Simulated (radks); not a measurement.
Task: The rhodium ion Rh+ is in [Kr] 4d(3/2: 4, 5/2: 4). Calculated with a radial shooting solver on a logarithmic mesh with Libxc functionals: Dirac Kohn-Sham, PBE, spin-unpolarised, spherical densities, finite nucleus; Fermi nuclear charge, rms radius of each element as measured or else 0.836 A^(1/3) + 0.57 fm. Sub-shells are occupied by j as written (lower j first in brackets). One electron is removed from 4d3/2, 4p1/2, 4p3/2, 4d5/2 in turn, with full relaxation. Which removal costs least, and what does each cost?

Result: 4d5/2 19.298 eV; 4d3/2 19.743 eV; 4p3/2 63.915 eV; 4p1/2 67.904 eV. The 4d5/2 electron leaves first.
